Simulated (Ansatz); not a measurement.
The HOMO–LUMO gap down a group: B to In

Gas-phase molecules, one atom swapped for its congeners: CH5BO3 `COB(O)O`; CH5AlO3 `C[O][Al]([OH])[OH]`; CH5GaO3 `C[O][Ga]([OH])[OH]`; CH5InO3 `C[O][In]([OH])[OH]`. All are singlets with charge 0.

Shapes, held fixed at every level: PBE0-D4/def2-TZVP. Programs: Ansatz 0.2.0. Values in eV.

How should the HOMO–LUMO gap change along the series?

At wB97M-V/def2-TZVPP the HOMO–LUMO gap falls at every step, from 12.93 to 10.25 eV. Every level shows the same order. For atoms past krypton def2 sets carry core potentials with scalar relativity. Relativity is left out for Ga. Orbital gaps aren't excitation energies, and the LUMO depends on the basis.

```tsv
level	CH5BO3	CH5AlO3	CH5GaO3	CH5InO3
PBE-D4/def2-TZVPP	6.71	5.27	4.49	3.47
r2SCAN-D4/def2-TZVPP	7.78	6.12	5.19	4.03
BHLYP-D4/def2-TZVPP	11.32	9.95	9.28	8.32
PBE0-D4/def2-TZVPP	9.17	7.72	6.99	5.96
wB97X-V/def2-TZVPP	13.50	12.15	11.51	10.51
wB97M-V/def2-TZVPP	12.93	11.71	11.15	10.25
```
